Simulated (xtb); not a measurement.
Input for xtb: GFN2-xTB on BrH2InO (SMILES [OH][InH][Br]), a point of a torsion scan.

```
$ xtb mol.xyz --gfn 2 --opt vtight --chrg 0 --uhf 0 --input xcontrol
5

O     -1.55086576    -0.51819016    -0.42171514
In     0.42851261     0.27248668    -0.50085651
Br     2.13443763    -0.27150456     1.35332262
H     -1.75579127    -0.61535293     0.53002729
H      0.35333620     2.10489799    -1.00988968
$constrain
  force constant=1.0
  dihedral: 4,1,2,3,30.0
$end
```

It printed:

```
[...]
           -------------------------------------------------
          |                Calculation Setup                |
           -------------------------------------------------



           -------------------------------------------------
          |                 G F N 2 - x T B                 |
           -------------------------------------------------

        Reference                      10.1021/acs.jctc.8b01176
      * Hamiltonian:
        H0-scaling (s, p, d)           1.850000    2.230000    2.230000
        zeta-weighting                 0.500000
      * Dispersion:
        s8                             2.700000
        a1                             0.520000
        a2                             5.000000
        s9                             5.000000
      * Repulsion:
        kExp                           1.500000    1.000000
        rExp                           1.000000
      * Coulomb:
        alpha                          2.000000
        third order                    shell-resolved
        anisotropic                    true
        a3                             3.000000
        a5                             4.000000
        cn-shift                       1.200000
        cn-exp                         4.000000
        max-rad                        5.000000


          ...................................................
          :                      SETUP                      :
          :.................................................:
          :  # basis functions                  26          :
          :  # atomic orbitals                  24          :
          :  # shells                           10          :
          :  # electrons                        18          :
          :  max. iterations                   250          :
          :  Hamiltonian                  GFN2-xTB          :
          :  restarted?                      false          :
          :  GBSA solvation                  false          :
          :  PC potential                    false          :
          :  electronic temp.          300.0000000     K    :
          :  accuracy                    1.0000000          :
          :  -> integral cutoff          0.2500000E+02      :
          :  -> integral neglect         0.1000000E-07      :
          :  -> SCF convergence          0.1000000E-05 Eh   :
          :  -> wf. convergence          0.1000000E-03 e    :
          :  Broyden damping             0.4000000          :
          :  net charge                          0          :
          :  unpaired electrons                  0          :
          ...................................................

 iter      E             dE          RMSdq      gap      omega  full diag
   1    -10.3805826 -0.103806E+02  0.200E+01    1.55       0.0  T
   2    -10.4135515 -0.329689E-01  0.113E+01    2.35       1.0  T
   3    -10.4274466 -0.138951E-01  0.853E+00    1.78       1.0  T
   4    -10.4331230 -0.567638E-02  0.329E+00    1.82       1.0  T
   5    -10.4356018 -0.247889E-02  0.840E-01    2.03       1.0  T
   6    -10.4359680 -0.366132E-03  0.430E-01    2.01       1.0  T
   7    -10.4360414 -0.734251E-04  0.370E-01    1.98       1.0  T
   8    -10.4361109 -0.694645E-04  0.160E-01    1.98       1.0  T
   9    -10.4361294 -0.185804E-04  0.511E-02    2.00       1.0  T
  10    -10.4361322 -0.277354E-05  0.100E-02    1.99       4.5  T
  11    -10.4361322 -0.378341E-07  0.578E-03    1.99       7.7  T
  12    -10.4361323 -0.700295E-08  0.125E-03    1.99      35.7  T
  13    -10.4361323 -0.134934E-08  0.467E-04    1.99      95.8  T
  14    -10.4361323 -0.112042E-09  0.329E-04    1.99     136.1  T

   *** convergence criteria satisfied after 14 iterations ***

         #    Occupation            Energy/Eh            Energy/eV
      -------------------------------------------------------------
         1        2.0000           -0.8461309             -23.0244
       ...           ...                  ...                  ...
         3        2.0000           -0.5823990             -15.8479
         4        2.0000           -0.5413856             -14.7319
         5        2.0000           -0.4607757             -12.5383
         6        2.0000           -0.4603526             -12.5268
         7        2.0000           -0.4497980             -12.2396
         8        2.0000           -0.4378057             -11.9133
         9        2.0000           -0.4357260             -11.8567 (HOMO)
        10                         -0.3625579              -9.8657 (LUMO)
        11                         -0.1539600              -4.1895
        12                         -0.1102776              -3.0008
        13                         -0.0814157              -2.2154
        14                         -0.0464815              -1.2648
       ...                                ...                  ...
        24                          1.1347028              30.8768
      -------------------
[...]
   -0.1810354              -4.9262
        12                         -0.0743309              -2.0226
        13                         -0.0515364              -1.4024
        14                         -0.0208124              -0.5663
       ...                                ...                  ...
        24                          1.3758578              37.4390
      -------------------------------------------------------------
                  HL-Gap            0.1302248 Eh            3.5436 eV
             Fermi-level           -0.3708132 Eh          -10.0903 eV

 SCC (total)                   0 d,  0 h,  0 min,  0.001 sec
 SCC setup                      ...        0 min,  0.000 sec (  2.790%)
 Dispersion                     ...        0 min,  0.000 sec (  0.453%)
 classical contributions        ...        0 min,  0.000 sec (  0.199%)
 integral evaluation            ...        0 min,  0.000 sec ( 28.750%)
 iterations                     ...        0 min,  0.000 sec ( 19.410%)
 molecular gradient             ...        0 min,  0.001 sec ( 44.742%)
 printout                       ...        0 min,  0.000 sec (  3.373%)

         :::::::::::::::::::::::::::::::::::::::::::::::::::::
         ::                     SUMMARY                     ::
         :::::::::::::::::::::::::::::::::::::::::::::::::::::
         :: total energy             -10.440223722214 Eh    ::
         :: gradient norm              0.000038554096 Eh/a0 ::
         :: HOMO-LUMO gap              3.543597697040 eV    ::
         ::.................................................::
         :: SCC energy               -10.469152790011 Eh    ::
         :: -> isotropic ES            0.047661258384 Eh    ::
         :: -> anisotropic ES         -0.000648088901 Eh    ::
         :: -> anisotropic XC         -0.007113252666 Eh    ::
         :: -> dispersion             -0.002295453974 Eh    ::
         :: repulsion energy           0.028926620155 Eh    ::
         :: add. restraining           0.000002447642 Eh    ::
         :: total charge              -0.000000000000 e     ::
         :::::::::::::::::::::::::::::::::::::::::::::::::::::

           -------------------------------------------------
          |                Property Printout                |
           -------------------------------------------------

    * Orbital Energies and Occupations

         #    Occupation            Energy/Eh            Energy/eV
      -------------------------------------------------------------
         1        2.0000           -0.8464322             -23.0326
         2        2.0000           -0.6820920             -18.5607
         3        2.0000           -0.6008699             -16.3505
         4        2.0000           -0.5406103             -14.7108
         5        2.0000           -0.4692217             -12.7682
         6        2.0000           -0.4657458             -12.6736
         7        2.0000           -0.4554625             -12.3938
         8        2.0000           -0.4389962             -11.9457
         9        2.0000           -0.4359256             -11.8621 (HOMO)
        10                         -0.3057008              -8.3185 (LUMO)
        11                         -0.1810354              -4.9262
        12                         -0.0743309              -2.0226
        13                         -0.0515364              -1.4024
        14                         -0.0208124              -0.5663
        15                          0.0042693               0.1162
        16                          0.0282263               0.7681
        17                          0.0350982               0.9551
        18                          0.0547109               1.4888
        19                          0.0700268               1.9055
        20                          0.0731812               1.9914
       ...                                ...                  ...
        24                          1.3758578              37.4390
      -------------------------------------------------------------
                  HL-Gap            0.1302248 Eh            3.5436 eV
             Fermi-level           -0.3708132 Eh          -10.0903 eV

     #   Z          covCN         q      C6AA      α(0)
     1   8 O        1.558    -0.513    23.241     6.504
     2  49 In       2.494     0.295   274.633    31.668
     3  35 Br       0.812    -0.137   188.489    22.135
     4   1 H        0.826     0.317     0.670     1.284
     5   1 H        0.909     0.038     2.478     2.462

 Mol. C6AA /au·bohr⁶  :       1390.838965
 Mol. C8AA /au·bohr⁸  :     115026.414960
 Mol. α(0) /au        :         64.054586
Note: The following floating-point exceptions are signalling: IEEE_UNDERFLOW_FLAG IEEE_DENORMAL
normal termination of xtb


Wiberg/Mayer (AO) data.
largest (>0.10) Wiberg bond orders for each atom

 ---------------------------------------------------------------------------
     #   Z sym  total        # sym  WBO       # sym  WBO       # sym  WBO
 ---------------------------------------------------------------------------
     1   8 O    2.159 --     2 In   1.054     4 H    0.862     5 H    0.132
                             3 Br   0.110
     2  49 In   2.839 --     3 Br   1.072     1 O    1.054     5 H    0.679
     3  35 Br   1.366 --     2 In   1.072     5 H    0.183     1 O    0.110
     4   1 H    0.900 --     1 O    0.862
     5   1 H    0.999 --     2 In   0.679     3 Br   0.183     1 O    0.132
 ---------------------------------------------------------------------------

Topologies differ in total number of bonds
Writing topology from bond orders to xtbtopo.mol

molecular dipole:
                 x           y           z       tot (Debye)
 q only:        0.051       0.423       0.050
   full:       -0.559       0.933      -0.462       3.004
molecular quadrupole (traceless):
                xx          xy          yy          xz          yz          zz
 q only:       -2.768       2.528       2.653      -4.301      -1.067       0.116
  q+dip:       -6.474       5.834       5.946      -9.669       0.092       0.527
   full:       -7.425       5.608       5.380     -11.144       2.693       2.045

           -------------------------------------------------
          |                Geometry Summary                 |
           -------------------------------------------------

      molecular mass/u    :      212.7369008
   center of mass at/Å    :        0.7793683       0.1087697       0.2881635
  moments of inertia/u·Å² :        0.4699425E+02   0.3459959E+03   0.3926640E+03
rotational constants/cm⁻¹ :        0.3587169E+00   0.4872206E-01   0.4293144E-01

 * 4 selected distances

     #   Z          #   Z                                           value/Å
     1   8 O        2  49 In                                      1.9313729
     2  49 In       3  35 Br                                      2.4672173 (max)
     1   8 O        4   1 H                                       0.9570567 (min)
     2  49 In       5   1 H                                       1.6796361

 * 4 distinct bonds (by element types)

   Z      Z             #   av. dist./Å        max./Å        min./Å
   1 H    8 O           1     0.9570567     0.9570567     0.9570567
   1 H   49 In          1     1.6796361     1.6796361     1.6796361
   8 O   49 In          1     1.9313729     1.9313729     1.9313729
  35 Br  49 In          1     2.4672173     2.4672173     2.4672173


optimized geometry written to: xtbopt.xyz


           -------------------------------------------------
          | TOTAL ENERGY              -10.440223722214 Eh   |
          | GRADIENT NORM               0.000038554096 Eh/α |
          | HOMO-LUMO GAP               3.543597697040 eV   |
           -------------------------------------------------

------------------------------------------------------------------------
------------------------------------------------------------------------
 total:
 SCF:
 ANC optimizer:
```

The run finished.

Warnings raised: the energy holds the restraint's term.

Cost: very roughly 0.05 core-seconds.
